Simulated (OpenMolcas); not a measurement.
**La: input and output**

Input:

```
&GATEWAY
Coord
1

La 0.0 0.0 0.0
Basis=ANO-R3
Group=XYZ
NoMove
AngMom=0.0 0.0 0.0
AMFI
&SEWARD
* reference wave functions (RASSCF and RASSI steps not shown): 1 electron in 5 orbitals (5d)
>>> COPY JOB001 $Project.JobIph
&CASPT2
Multistate=5 1 2 3 4 5
Frozen=14 9
IPEA=0.25
Imaginary=0.1
MaxIter=60
WThr=0.0 0.3 0.05
PrWF=0.5
NoMix
```

Launched by
```bash
OMP_NUM_THREADS=1 MOLCAS_MEM=1689 MOLCAS_PROJECT=a pymolcas a.inp > a.log  # once for each step of the input, in one work folder
```

Output, cut to the results:

```
--- CASPT2 ---
Orbital specifications:
      -----------------------

      Symmetry species                           1   2
                                                ag  au
      Frozen orbitals                           14   9
      Inactive orbitals                          2   3
      Active orbitals                            5   0
      Secondary orbitals                        41  41
      Deleted orbitals                           0   0
      Number of basis functions                 62  53
Type of calculation                        MS-CASPT2
      Fock operator                              state-specific
      IPEA shift                                 0.25
      Real shift                                 0.00
      Imaginary shift                            0.10
      The input orbitals will be transformed to quasi-canonical
Reference energy:       -8489.3006682305
      E2 (Non-variational):      -0.2720920509
      Shift correction:          -0.0010350376
      E2 (Variational):          -0.2731270885
      Total energy:           -8489.5737953190
      Residual norm:              0.0000009551
      Reference weight:           0.89124
      Contributions to the CASPT2 correlation energy
      Active & Virtual Only:          0.0000000004
      One Inactive Excited:          -0.0518294557
      Two Inactive Excited:          -0.2202625956
Reference energy:       -8489.3006682305
      E2 (Non-variational):      -0.2721491881
      Shift correction:          -0.0010393610
      E2 (Variational):          -0.2731885491
      Total energy:           -8489.5738567796
      Residual norm:              0.0000000832
      Reference weight:           0.89111
      Contributions to the CASPT2 correlation energy
      Active & Virtual Only:          0.0000000004
      One Inactive Excited:          -0.0518900499
      Two Inactive Excited:          -0.2202591387
::    CASPT2 Root  1     Total energy:  -8489.57379532
::    CASPT2 Root  2     Total energy:  -8489.57385678
::    CASPT2 Root  3     Total energy:  -8489.57378002
::    CASPT2 Root  4     Total energy:  -8489.57373499
::    CASPT2 Root  5     Total energy:  -8489.57384606
::    MS-CASPT2 Root  1     Total energy:  -8489.57389392
::    MS-CASPT2 Root  2     Total energy:  -8489.57387334
::    MS-CASPT2 Root  3     Total energy:  -8489.57377872
::    MS-CASPT2 Root  4     Total energy:  -8489.57375038
::    MS-CASPT2 Root  5     Total energy:  -8489.57371681
```

Levels above the lowest, from the spin-orbit matrix with the single-state CASPT2 energies, averaged by term, on its diagonal:

```tsv
Configuration	Term	J	E (eV)	Measured (eV)	g	Term weight %
5d 6s2	2D	3/2	0.0000	0.0000	0.800	100
5d 6s2	2D	5/2	0.1710	0.1306	1.200	100
```

Against the measured value (NIST Handbook of Basic Atomic Spectroscopic Data): 5d 6s2 2D 5/2: computed 0.1710, measured 0.1306 eV (+31.0 %).

CASPT2 does not keep the components of a term degenerate, so their means are used; among the terms shown or strongly mixed into the levels shown the widest spread is 27 cm-1 (5d 6s2 2D). With one active electron, CASPT2 adds the correlation within the correlated inactive shells and between them and that electron, and leaves the splitting within a term as the reference gives it. With the s shell closed, the reference lacks s² → p², s² → d² and s → d mixing, so excited terms can stand far too high and out of order, with CASPT2 too. Computed and measured levels are paired by configuration, term and J; levels that our copy of the source lacks, or whose pairing is in doubt (as where it misses far off the trend of its configuration), stay unpaired and out of the deviations. Levels of configurations outside the active space are missing.

The term weight is that of the spin-free term in the level, not the purity of its configuration.
